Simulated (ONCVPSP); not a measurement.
## Scattering properties, ONCV potential for La (Z = 57)

| Item | Value |
| --- | --- |
| Element | lanthanum (La) |
| Generator | ONCVPSP 4.0.1 |
| Type | optimised norm-conserving Vanderbilt (ONCV) |
| Functional | PBE |
| Relativity | scalar-relativistic |
| Frozen core | [Kr] |
| Valence charge | 21 |
| Reference configuration | 4d10 5s2 5p6 5d1 6s0.5 (charge +1.5) |
| Partial waves | 5s+6s: rc 2.08 bohr, ncon 4, nbas 9, qcut 5.6 1/bohr, 2 projectors; 5p: rc 1.70 bohr, ncon 5, nbas 9, qcut 4.2 1/bohr, 2 projectors, debl 0.6 Ha; 4d+5d: rc 1.40 bohr, ncon 3, nbas 7, qcut 12.3 1/bohr, 2 projectors; f scattering state at 0.16 Ha: rc 2.45 bohr, ncon 4, nbas 7, qcut 5.1 1/bohr, 2 projectors, debl 1 Ha |
| Local potential | polynomial inside 1.10 bohr (lpopt 5, dvloc0 0 Ha) |
| Core correction | Teter function, fcfact 1.5, rcfact 1.5 |

In the p channel the program set the typed energies aside and used -1.156, 0.250 Ha. In the f channel the program set the typed energies aside and used -0.494, 0.506 Ha.

The phase is arctan(r·R′/R) of the radial function R(r), unwrapped; energies in Ha, scanned from -6 to 5 Ha. A pole is an energy at which the radial function vanishes at the test radius. The pseudo phase is shifted by a multiple of π to meet the all-electron one at the reference energy, and phase errors are pseudo minus all-electron; the curves can meet again beyond the range given. Levels narrower than the energy grid can be missing from the lists of poles.

```json
{"channel": "s", "radius (bohr)": "2.11", "reference energy (Ha)": "-0.40", "poles, all-electron": "-1.12", "poles, pseudo": "-1.12", "unbroken range about the reference energy with phases within 0.05 rad": "the whole range", "phase error 1 Ha above the reference energy (rad)": "-0.001"}
{"channel": "p", "radius (bohr)": "1.73", "reference energy (Ha)": "-1.16", "poles, all-electron": "1.42", "poles, pseudo": "1.22, 1.50", "unbroken range about the reference energy with phases within 0.05 rad": "below 1.2", "phase error 1 Ha above the reference energy (rad)": "-0.000"}
{"channel": "d", "radius (bohr)": "1.42", "reference energy (Ha)": "-0.42", "poles, all-electron": "-3.79", "poles, pseudo": "-3.79", "unbroken range about the reference energy with phases within 0.05 rad": "the whole range", "phase error 1 Ha above the reference energy (rad)": "+0.001"}
{"channel": "f", "radius (bohr)": "2.49", "reference energy (Ha)": "-0.49", "poles, all-electron": "-0.41, 2.14", "poles, pseudo": "-0.41, 2.05", "unbroken range about the reference energy with phases within 0.05 rad": "below 2.8", "phase error 1 Ha above the reference energy (rad)": "+0.000"}
```

Note: ghosts flagged at negative energy: s at -219.6 eV; GHOST(+) flagged for p at 35.1 eV. A true bound ghost makes a file unfit for plane-wave use.

Phases in the p channel:

```json
{"E (Ha)": "-5.96", "all-electron": "1.320", "pseudo": "1.313"}
{"E (Ha)": "-5.40", "all-electron": "1.292", "pseudo": "1.287"}
{"E (Ha)": "-4.84", "all-electron": "1.257", "pseudo": "1.252"}
{"E (Ha)": "-4.28", "all-electron": "1.207", "pseudo": "1.203"}
{"E (Ha)": "-3.72", "all-electron": "1.133", "pseudo": "1.129"}
{"E (Ha)": "-3.16", "all-electron": "1.007", "pseudo": "1.004"}
{"E (Ha)": "-2.60", "all-electron": "0.755", "pseudo": "0.752"}
{"E (Ha)": "-2.04", "all-electron": "0.176", "pseudo": "0.173"}
{"E (Ha)": "-1.48", "all-electron": "-0.663", "pseudo": "-0.663"}
{"E (Ha)": "-0.92", "all-electron": "-1.120", "pseudo": "-1.120"}
{"E (Ha)": "-0.36", "all-electron": "-1.324", "pseudo": "-1.324"}
{"E (Ha)": "0.20", "all-electron": "-1.436", "pseudo": "-1.436"}
{"E (Ha)": "0.76", "all-electron": "-1.508", "pseudo": "-1.508"}
{"E (Ha)": "1.32", "all-electron": "-1.562", "pseudo": "-4.678"}
{"E (Ha)": "1.88", "all-electron": "-1.609", "pseudo": "-4.745"}
{"E (Ha)": "2.44", "all-electron": "-1.653", "pseudo": "-4.787"}
{"E (Ha)": "3.00", "all-electron": "-1.701", "pseudo": "-4.832"}
{"E (Ha)": "3.56", "all-electron": "-1.760", "pseudo": "-4.885"}
{"E (Ha)": "4.12", "all-electron": "-1.846", "pseudo": "-4.959"}
{"E (Ha)": "4.68", "all-electron": "-1.996", "pseudo": "-5.080"}
```
